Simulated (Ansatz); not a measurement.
Geometry optimisation, Ansatz 0.2.0, RKS PBE0/def2-SVP.

Input file:

```yaml
crystal:
  periodic: [false, false, false]
  atoms:
    - { symbol: W, position_ang: [0.0, 0.0, 0.0] }
    - { symbol: O, position_ang: [0.0, 0.0, 1.94] }
    - { symbol: H, position_ang: [-0.9095, -0.2814, 2.2771] }
    - { symbol: O, position_ang: [1.94, 0.0, 0.0] }
    - { symbol: H, position_ang: [2.2771, -0.9519, -0.0197] }
    - { symbol: F, position_ang: [0.0, 1.85, 0.0] }
    - { symbol: O, position_ang: [-1.94, 0.0, 0.0] }
    - { symbol: H, position_ang: [-2.2771, -0.1263, 0.9437] }
    - { symbol: F, position_ang: [0.0, -1.85, 0.0] }
    - { symbol: O, position_ang: [0.0, 0.0, -1.94] }
    - { symbol: H, position_ang: [0.5278, 0.7924, -2.2771] }
basis:
  gaussian: { orbitals: def2-SVP }
hamiltonian:
  xc: pbe0
relax:
  f_tol: 0.02
  max_steps: 40
```

Launched with:

```bash
$ ansatz run input.yaml --threads 4 --pin off --max-ram 5120MiB --backend cpu --events-out ev --progress --plain --runs-dir out
```

Question: Where does it end, and by what steps?

Answer: The run converged. The force dipped under the threshold on the way, but the program's further checks kept it going. After 19 steps the energy has fallen by 1.180 eV; H3 moved furthest, 1.60 Å.

```json
{"step": "0", "energy less start (eV)": "0.0000", "largest force component (eV/Å)": "2.472", "accepted": "yes"}
{"step": "1", "energy less start (eV)": "-0.5554", "largest force component (eV/Å)": "1.935", "accepted": "yes"}
{"step": "2", "energy less start (eV)": "-0.7932", "largest force component (eV/Å)": "1.008", "accepted": "yes"}
{"step": "3", "energy less start (eV)": "-0.9234", "largest force component (eV/Å)": "0.457", "accepted": "yes"}
{"step": "4", "energy less start (eV)": "-0.9947", "largest force component (eV/Å)": "0.827", "accepted": "yes"}
{"step": "5", "energy less start (eV)": "-1.0684", "largest force component (eV/Å)": "0.418", "accepted": "yes"}
{"step": "6", "energy less start (eV)": "-1.0873", "largest force component (eV/Å)": "0.305", "accepted": "yes"}
{"step": "7", "energy less start (eV)": "-1.1016", "largest force component (eV/Å)": "0.212", "accepted": "yes"}
{"step": "8", "energy less start (eV)": "-1.1072", "largest force component (eV/Å)": "0.407", "accepted": "yes"}
{"step": "9", "energy less start (eV)": "-1.1156", "largest force component (eV/Å)": "0.147", "accepted": "yes"}
{"step": "10", "energy less start (eV)": "-1.1247", "largest force component (eV/Å)": "0.131", "accepted": "yes"}
{"step": "11", "energy less start (eV)": "-1.1336", "largest force component (eV/Å)": "0.599", "accepted": "yes"}
{"step": "12", "energy less start (eV)": "-1.1435", "largest force component (eV/Å)": "0.428", "accepted": "yes"}
{"step": "13", "energy less start (eV)": "-1.1705", "largest force component (eV/Å)": "0.135", "accepted": "yes"}
{"step": "14", "energy less start (eV)": "-1.1718", "largest force component (eV/Å)": "0.113", "accepted": "yes"}
{"step": "15", "energy less start (eV)": "-1.1784", "largest force component (eV/Å)": "0.026", "accepted": "yes"}
{"step": "16", "energy less start (eV)": "-1.1783", "largest force component (eV/Å)": "0.061", "accepted": "no"}
{"step": "17", "energy less start (eV)": "-1.1786", "largest force component (eV/Å)": "0.015", "accepted": "yes"}
{"step": "18", "energy less start (eV)": "-1.1786", "largest force component (eV/Å)": "0.210", "accepted": "yes"}
{"step": "19", "energy less start (eV)": "-1.1801", "largest force component (eV/Å)": "0.007", "accepted": "yes"}
```

```xyz
11
Properties=species:S:1:pos:R:3
W -0.026 -0.052 0.069
O -0.071 0.219 1.924
H -0.082 1.086 2.345
O 1.797 -0.485 0.104
H 2.150 -1.381 0.154
F 0.024 1.864 0.163
O -1.878 -0.329 -0.014
H -2.300 -1.196 0.002
F -0.107 -1.968 0.032
O 0.055 0.390 -1.749
H 0.057 1.286 -2.105
```

Time of the run: 66 s on 4 threads of Arm Neoverse V1 (shared host), peak memory 0.41 GiB.
